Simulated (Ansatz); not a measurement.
Cost and result for the atomization energy of `C=C(C)[SiH3]` (12 atoms, 11 bonds).

Z-matrix (Å, degrees):
```
C
C 1 1.499
H 1 1.095 2 111.1
H 1 1.093 2 111.6 3 -120.8
H 1 1.095 2 111.1 3 118.3
Si 2 1.869 1 118.5 3 -58.7
C 2 1.332 1 122.0 3 121.3
H 6 1.490 2 110.4 1 -58.6
H 6 1.490 2 110.5 1 59.9
H 6 1.486 2 109.9 1 -179.4
H 7 1.085 2 122.1 1 180.0
H 7 1.089 2 121.5 1 -0.0
```

Total charge 0; spin multiplicity 1. The geometry is a stationary point of PBE0-D4/def2-TZVP. Program: Ansatz. All runs use 2 threads of an Intel Xeon Platinum 8375C on a shared host. Times are those of one run each, without the atoms' runs, and a repeat can differ threefold. Electronic energies, without spin–orbit coupling; frozen cores. CCSD(T)/CBS adds CCSD(T) − MP2 in def2-TZVPP to the MP2 limit, and its time is that of the two runs behind it. T1 = 0.011. B3LYP takes the VWN-RPA correlation (the form of Gaussian; ORCA's B3LYP/G). HSE06 is the plane-wave form, built on full-range PBE exchange.

CCSD(T)/CBS is a level of theory with its own doubt, some kJ/mol a heavy atom from the limit and from the frozen cores, so smaller differences don't rank the functionals.

```csv
level,functions,atomization (kcal/mol),difference from CCSD(T)/CBS,per bond
PBE-QIDH/def2-TZVPP,247,1065.2,-4.8,-0.4
ωB97X-V/def2-TZVPP,247,1072.1,2.1,0.2
B2PLYP/def2-TZVPP,247,1060.2,-9.8,-0.9
LDA (SPW92)/def2-TZVPP,247,1200.0,130.0,11.8
r2SCAN-D4/def2-TZVPP (with forces),247,1071.3,1.3,0.1
CCSD(T)/def2-SVP,100,1023.8,-46.2,-4.2
r2SCANh-D4/def2-TZVPP,247,1067.5,-2.5,-0.2
BHLYP-D4/def2-TZVPP,247,1051.7,-18.3,-1.7
B3LYP-D4/def2-TZVPP (with forces),247,1072.3,2.3,0.2
MP2/def2-QZVPP,481,1065.9,-4.1,-0.4
HSE06-D4/def2-TZVPP,247,1072.4,2.4,0.2
CCSD(T)/CBS(def2),–,1070.0,0.0,0.0
CCSD(T)/def2-TZVPP,247,1046.9,-23.1,-2.1
```

Q: Order the runs by time, with rough figures. (Estimate.)

A: Computed: LDA (SPW92)/def2-TZVPP 2 s; BHLYP-D4/def2-TZVPP 3.7 s; HSE06-D4/def2-TZVPP 3.9 s; CCSD(T)/def2-SVP 4.2 s; r2SCAN-D4/def2-TZVPP (with forces) 5.5 s; r2SCANh-D4/def2-TZVPP 5.5 s; B3LYP-D4/def2-TZVPP (with forces) 6 s; B2PLYP/def2-TZVPP 7 s; PBE-QIDH/def2-TZVPP 7.5 s; ωB97X-V/def2-TZVPP 9.5 s; MP2/def2-QZVPP 29 s; CCSD(T)/def2-TZVPP 3.9 min; CCSD(T)/CBS(def2) 4.4 min.

At CCSD(T), def2-SVP lies −46.2 kcal/mol from the extrapolated value and def2-TZVPP −23.1 kcal/mol: correlation converges slowly with the basis, and small sets miss more of it in the bonded molecule than in its fragments. Leaving LDA and LC-ωPBE aside and taking each functional with its dispersion term where it has one, the values, not all of them listed here, spread over 30.4 kcal/mol, from BHLYP-D4 to PBE-D4. LDA lies +123.3 kcal/mol from PBE without D4, its usual overbinding. The D4 term adds +8.7 kcal/mol with B3LYP and +4.6 kcal/mol with PBE0; it sums over pairs of atoms, weighted by their polarisabilities, and B3LYP, whose exchange is more repulsive, gets the larger term.
